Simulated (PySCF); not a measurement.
C3H6BNO, SMILES CC#CB(N)O. Atoms are numbered in the order given.

```xyz
12

C      3.0210     0.0498     0.3691
C      1.5664     0.0263     0.1924
C      0.3594     0.0014     0.0473
B     -1.1844    -0.0073    -0.1516
N     -1.9622    -1.0683     0.3475
O     -1.8162     1.0186    -0.8169
H      3.4175     1.0699     0.2475
H      3.5126    -0.5983    -0.3733
H      3.2997    -0.3093     1.3720
H     -2.9670    -1.0964     0.2308
H     -1.5651    -1.8524     0.8445
H     -1.1916     1.6869    -1.1136
```
Charge 0, spin multiplicity 1.

Coordinates come from a ωB97X-D3(BJ)/def2-SVP optimisation. This is a generated structure with no PubChem entry under its InChIKey; it may be hypothetical. One conformer was computed; it need not be the lowest.

These are HF/pcSseg-1 in PySCF values and carry that method's errors.

GIAO shieldings, no solvent; atoms alike by connectivity are averaged. δ = σ(ref) − σ: ¹³C against TMS (σ = 192.6 ppm); ¹¹B against BF3 (σ = 102.7 ppm); ¹⁵N against NH3 (σ = 267.3 ppm); ¹⁷O against H2O (σ = 333.0 ppm); ¹H against TMS (σ = 31.99 ppm), references at their B3LYP-D3(BJ)/def2-TZVP geometries, non-relativistic.

### Question
Estimate the chemical shifts. (The exact figures need the calculation; the answer reports its results.)

### Answer

| nucleus | atoms | count | δ (ppm) |
|---|---|---|---|
| ¹³C | C2 | 1 | 106.3 |
| ¹³C | C3 | 1 | 87.3 |
| ¹³C | C1 | 1 | 6.5 |
| ¹¹B | B4 | 1 | 13.2 |
| ¹⁵N | N5 | 1 | 65.8 |
| ¹⁷O | O6 | 1 | 92.7 |
| ¹H | H12 | 1 | 3.73 |
| ¹H | H10, H11 | 2 | 2.93 |
| ¹H | H7, H8, H9 | 3 | 2.19 |
